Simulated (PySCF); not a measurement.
Partial charges of `C=Cc1pccpc1C`

Species: C7H8P2.
Structure used (GFN2-xTB), in Å, numbered top down from 1:
```xyz
17
C7H8P2 angstrom
C     -2.0434   -1.9264    0.6416
C     -1.5938   -0.7095    0.3551
C     -0.1935   -0.3594    0.1048
P      0.9367   -1.7081    0.2582
C      2.4835   -1.0121   -0.0815
C      2.7954    0.2847   -0.3962
P      1.7153    1.6280   -0.5553
C      0.1311    0.9532   -0.2187
C     -0.9462    2.0075   -0.3162
H     -3.0904   -2.1081    0.8158
H     -1.3899   -2.7809    0.7129
H     -2.3104    0.0963    0.2990
H      3.3003   -1.7263   -0.0281
H      3.8398    0.5252   -0.5720
H     -1.6777    1.7537   -1.0831
H     -0.4979    2.9655   -0.5801
H     -1.4660    2.1286    0.6341
```

Density: PBE0/pcSseg-1 (PySCF); schemes: Mulliken, IAO, Hirshfeld and ESP-fitted. Isolated species at its GFN2-xTB geometry (one conformer only). GFN2-xTB frequencies show an imaginary mode (100i cm⁻¹), so this geometry is no minimum at that level.

Problem. Atoms with like bonding are taken together and averaged. Do the Mulliken, IAO, Hirshfeld and ESP-fitted schemes agree on where the charge is lowest?

Solution. The schemes don't all agree: Mulliken C8 (-0.511); IAO C9 (-0.425); Hirshfeld C9 (-0.122); ESP-fitted C9 (-0.427).

Problem. At which atom do the 4 schemes differ most?

Solution. At C8: from -0.511 (Mulliken) to +0.219 e (ESP-fitted), 0.730 e apart.

Problem. Do the Mulliken, IAO, Hirshfeld and ESP-fitted schemes agree on where the charge is highest?

Solution. The schemes don't all agree: Mulliken P4 (+0.497); IAO P4 (+0.368); Hirshfeld P4 (+0.114); ESP-fitted C8 (+0.219).

Problem. Give the atomic charges in each scheme.

Solution. In e; atoms taken as equivalent share a row and are averaged (×n: the atom named and its like, n in all):

```json
{"atom": "C1", "environment": "terminal =CH2 carbon", "Mulliken": "-0.124", "IAO": "-0.295", "Hirshfeld": "-0.090", "ESP-fitted": "-0.172"}
{"atom": "C2", "environment": "alkene CH carbon", "Mulliken": "-0.159", "IAO": "-0.143", "Hirshfeld": "-0.053", "ESP-fitted": "-0.384"}
{"atom": "C3", "environment": "substituted aromatic carbon", "Mulliken": "-0.345", "IAO": "-0.204", "Hirshfeld": "-0.055", "ESP-fitted": "+0.187"}
{"atom": "P4", "environment": "phosphorus bonded to 2 C", "Mulliken": "+0.497", "IAO": "+0.368", "Hirshfeld": "+0.114", "ESP-fitted": "-0.088"}
{"atom": "C5", "environment": "aromatic CH carbon", "Mulliken": "-0.377", "IAO": "-0.361", "Hirshfeld": "-0.105", "ESP-fitted": "-0.213"}
{"atom": "C6", "environment": "aromatic CH carbon", "Mulliken": "-0.364", "IAO": "-0.363", "Hirshfeld": "-0.105", "ESP-fitted": "-0.059"}
{"atom": "P7", "environment": "phosphorus bonded to 2 C", "Mulliken": "+0.482", "IAO": "+0.361", "Hirshfeld": "+0.094", "ESP-fitted": "-0.200"}
{"atom": "C8", "environment": "substituted aromatic carbon", "Mulliken": "-0.511", "IAO": "-0.189", "Hirshfeld": "-0.042", "ESP-fitted": "+0.219"}
{"atom": "C9", "environment": "benzylic-type carbon", "Mulliken": "-0.171", "IAO": "-0.425", "Hirshfeld": "-0.122", "ESP-fitted": "-0.427"}
{"atom": "H10", "environment": "vinylic hydrogen", "Mulliken": "+0.120", "IAO": "+0.159", "Hirshfeld": "+0.052", "ESP-fitted": "+0.137"}
{"atom": "H11", "environment": "vinylic hydrogen", "Mulliken": "+0.145", "IAO": "+0.155", "Hirshfeld": "+0.037", "ESP-fitted": "+0.110"}
{"atom": "H12", "environment": "vinylic hydrogen", "Mulliken": "+0.106", "IAO": "+0.147", "Hirshfeld": "+0.046", "ESP-fitted": "+0.198"}
{"atom": "H13", "environment": "aromatic hydrogen", "Mulliken": "+0.141", "IAO": "+0.166", "Hirshfeld": "+0.046", "ESP-fitted": "+0.164"}
{"atom": "H14", "environment": "aromatic hydrogen", "Mulliken": "+0.140", "IAO": "+0.166", "Hirshfeld": "+0.047", "ESP-fitted": "+0.142"}
{"atom": "H15/H16/H17", "environment": "methyl hydrogen", "Mulliken": "+0.140", "IAO": "+0.153", "Hirshfeld": "+0.045", "ESP-fitted": "+0.129"}
```

Mean size of the charges over all atoms: Mulliken 0.241 e, IAO 0.233 e, ESP-fitted 0.182 e, Hirshfeld 0.067 e. Each set sums to the total charge, 0, to within 0.001 e. The Hirshfeld scheme weights the molecular density at each point by an atom's share of the summed free-atom densities.

Problem. How many electrons does the Mulliken scheme count on C1?

Solution. Z − q = 6 − (-0.124) = 6.124.

Problem. How closely do the schemes follow one another over all atoms?

Solution. Correlation coefficient and root-mean-square difference: IAO with Hirshfeld 1.00, 0.180 e; Mulliken with IAO 0.90, 0.122 e; Mulliken with Hirshfeld 0.88, 0.220 e; Hirshfeld with ESP-fitted 0.48, 0.181 e; IAO with ESP-fitted 0.43, 0.247 e; Mulliken with ESP-fitted 0.09, 0.332 e.
